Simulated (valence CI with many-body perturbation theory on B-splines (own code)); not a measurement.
**Forbidden lines of Se18+**

Method: configuration interaction combined with many-body perturbation theory (CI+MBPT): six valence electrons over a frozen Dirac-Fock core [Ne], radial functions for each j: 9 s, 9 p, 8 d, 6 f, 3 g, 1 h, with the one-electron correlation potential Σ1 (screened to all orders), the two-electron term Σ2, the three-electron term Σ3, Breit, model QED; selected single and double excitations, second order for the rest, scaled by the run's own slope (own B-spline code, finite nucleus).

No measured levels were compared; by estimate levels of excited configurations hold to 0.05 to 0.15 % of their energy, terms of the ground configuration to about 0.5 %. Among the levels kept, up to 1500 cm⁻¹ of a level comes from second order outside the variational space, and about a tenth of that is noise between levels of different J, which matters for small intervals.

Lines 1 to 39 of 39 in falling wavelength, among levels below 893350 cm⁻¹, chosen from the decays that carry over 1 % of a level's rate. Wavelengths and rates use the calculated energies, so an error of 300 cm⁻¹ moves a line at 7482 Å by 2.2 % and its rate by three times that or more. Electric multipoles are in the length gauge, E1 and E2 with the static RPA response of the core. S is in atomic units (e²a₀⁴ for E2 and M2, e²a₀⁶ for E3), for M1 in squared Bohr magnetons. Weak lines are less certain than strong ones. Lines between different terms over intervals too small for the method are left out, as are lines whose strength nearly cancels.

Names give the largest LS component (configuration and term), which can be under half, so a name can repeat, a term be missing and a line seem to break the LS rules; names also repeat where a configuration has a term twice. Letters in brackets count levels of one name in rising energy.

| λ vac (Å) | Upper | Lower | Type | A (s⁻¹) | S (a.u.) |
| --- | --- | --- | --- | --- | --- |
| 11750 | 3s2 3p3 3d 5D°_4 | 3s2 3p3 3d 5D°_3 | M1 | 1.36e+01 | 7.35e+00 |
| 7482 | 3s2 3p3 3d 3F°_4 [b] | 3s2 3p3 3d 3G°_3 | M1 | 4.09e+01 | 5.71e+00 |
| 7426 | 3s2 3p3 3d 3G°_5 | 3s2 3p3 3d 3F°_4 [b] | M1 | 2.03e+01 | 3.40e+00 |
| 6996 | 3s2 3p3 3d 3F°_4 [a] | 3s2 3p3 3d 3F°_3 [a] | M1 | 3.64e+01 | 4.16e+00 |
| 5771 | 3s2 3p4 3P_1 | 3s2 3p4 3P_0 | M1 | 6.73e+01 | 1.44e+00 |
| 5128 | 3s2 3p3 3d 3F°_4 [b] | 3s2 3p3 3d 3F°_4 [a] | M1 | 1.78e+01 | 8.00e-01 |
| 4267 | 3s2 3p3 3d 3F°_4 [c] | 3s2 3p3 3d 3F°_3 [b] | M1 | 1.99e+02 | 5.15e+00 |
| 3857 | 3s2 3p3 3d 1G°_4 | 3s2 3p3 3d 3G°_3 | M1 | 4.73e+01 | 9.06e-01 |
| 3198 | 3s2 3p3 3d 3F°_4 [a] | 3s2 3p3 3d 3D°_3 [a] | M1 | 2.39e+02 | 2.61e+00 |
| 3033 | 3s2 3p3 3d 3G°_5 | 3s2 3p3 3d 3F°_4 [a] | M1 | 2.22e+02 | 2.52e+00 |
| 2959 | 3s2 3p3 3d 3F°_4 [b] | 3s2 3p3 3d 3F°_3 [a] | M1 | 5.29e+01 | 4.57e-01 |
| 2919 | 3s2 3p4 1D_2 | 3s2 3p4 3P_1 | M1 | 7.56e+01 | 3.48e-01 |
| 2468 | 3s2 3p4 3P_0 | 3s2 3p4 3P_2 | E2 | 4.88e-01 | 3.99e-02 |
| 1969 | 3s2 3p3 3d 3F°_4 [b] | 3s2 3p3 3d 3D°_3 [a] | M1 | 2.43e+01 | 6.18e-02 |
| 1729 | 3s2 3p4 3P_1 | 3s2 3p4 3P_2 | M1 | 3.76e+03 | 2.16e+00 |
| 1290 | 3s2 3p3 3d 3F°_4 [a] | 3s2 3p3 3d 5D°_4 | M1 | 1.60e+03 | 1.14e+00 |
| 1267 | 3s2 3p3 3d 3F°_4 [c] | 3s2 3p3 3d 3G°_5 | M1 | 1.65e+03 | 1.12e+00 |
| 1253 | 3s2 3p3 3d 3F°_4 [c] | 3s2 3p3 3d 1G°_4 | M1 | 1.06e+03 | 6.97e-01 |
| 1086 | 3s2 3p4 1D_2 | 3s2 3p4 3P_2 | M1 | 3.77e+03 | 8.94e-01 |
| 1082 | 3s2 3p3 3d 3F°_4 [c] | 3s2 3p3 3d 3F°_4 [b] | M1 | 2.28e+03 | 9.66e-01 |
| 1031 | 3s2 3p3 3d 3F°_4 [b] | 3s2 3p3 3d 5D°_4 | M1 | 1.14e+03 | 4.15e-01 |
| 947.4 | 3s2 3p3 3d 3F°_4 [b] | 3s2 3p3 3d 5D°_3 | M1 | 3.49e+02 | 9.91e-02 |
| 945.6 | 3s2 3p3 3d 3F°_4 [c] | 3s2 3p3 3d 3G°_3 | M1 | 5.32e+02 | 1.50e-01 |
| 912.4 | 3s2 3p3 3d 1G°_4 | 3s2 3p3 3d 5D°_4 | M1 | 7.31e+02 | 1.85e-01 |
| 904.9 | 3s2 3p3 3d 3G°_5 | 3s2 3p3 3d 5D°_4 | M1 | 3.82e+02 | 1.15e-01 |
| 893.7 | 3s2 3p3 3d 3F°_4 [c] | 3s2 3p3 3d 3F°_4 [a] | M1 | 3.59e+03 | 8.55e-01 |
| 846.7 | 3s2 3p3 3d 1G°_4 | 3s2 3p3 3d 5D°_3 | M1 | 3.14e+02 | 6.35e-02 |
| 808.7 | 3s2 3p4 1S_0 | 3s2 3p4 3P_1 | M1 | 2.88e+04 | 5.65e-01 |
| 698.5 | 3s2 3p3 3d 3F°_4 [c] | 3s2 3p3 3d 3D°_3 [a] | M1 | 1.97e+03 | 2.25e-01 |
| 641.8 | 3s2 3p3 3d 5D°_4 | 3s 3p5 3P°_2 | E2 | 2.21e+00 | 1.93e-03 |
| 527.9 | 3s2 3p3 3d 3F°_4 [c] | 3s2 3p3 3d 5D°_4 | M1 | 3.60e+03 | 1.77e-01 |
| 505.2 | 3s2 3p3 3d 3F°_4 [c] | 3s2 3p3 3d 5D°_3 | M1 | 4.20e+02 | 1.81e-02 |
| 428.5 | 3s2 3p3 3d 3F°_4 [a] | 3s 3p5 3P°_2 | E2 | 5.45e+01 | 6.33e-03 |
| 289.6 | 3s2 3p3 3d 3F°_4 [c] | 3s 3p5 3P°_2 | E2 | 2.80e+02 | 4.58e-03 |
| 158.7 | 3s2 3p3 3d 3F°_4 [a] | 3s2 3p4 1D_2 | M2 | 2.06e+02 | 1.67e-04 |
| 155.1 | 3s2 3p3 3d 5D°_4 | 3s2 3p4 3P_2 | M2 | 1.99e+02 | 1.44e-04 |
| 153.9 | 3s2 3p3 3d 3F°_4 [b] | 3s2 3p4 1D_2 | M2 | 4.14e+01 | 2.88e-05 |
| 151.0 | 3s2 3p3 3d 1G°_4 | 3s2 3p4 1D_2 | M2 | 8.23e+01 | 5.20e-05 |
| 132.6 | 3s2 3p3 3d 1G°_4 | 3s2 3p4 3P_2 | M2 | 1.98e+01 | 6.51e-06 |
